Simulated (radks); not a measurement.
Spherical quantum dot in the effective-mass picture: electrons in a parabolic well V = omega^2 r^2 / 2 with omega = 0.294, all in effective atomic units (hartree* = m*/eps^2 hartree, bohr* = eps/m* bohr), one dielectric constant everywhere. Method: non-relativistic Kohn-Sham, PBEsol, spin-polarised, spherical densities; computed with a radial shooting solver with Libxc functionals. Levels are named by radial order and angular momentum (1s, 1p, 1d, 2s, ...), and open shells are averaged over m. Results are scaled to m* = 0.034 and eps = 10.4, for which hartree* = 8.554 meV and bohr* = 16.19 nm.

N = 11, configuration 1s2 1p6 1d(up 3, down 0). This is the lowest configuration that the search found. Occupied levels:

level    occupation  eigenvalue (meV)  <r> (nm)
1s up             1            25.771     53.53
1s down           1            25.925     51.34
1p up             3            26.783     64.13
1p down           3            27.024     63.03
1d up             3            28.031     71.61

Energy (meV): total 185.431, kinetic 19.343, external 68.837, Hartree 118.03, exchange-correlation -20.776.
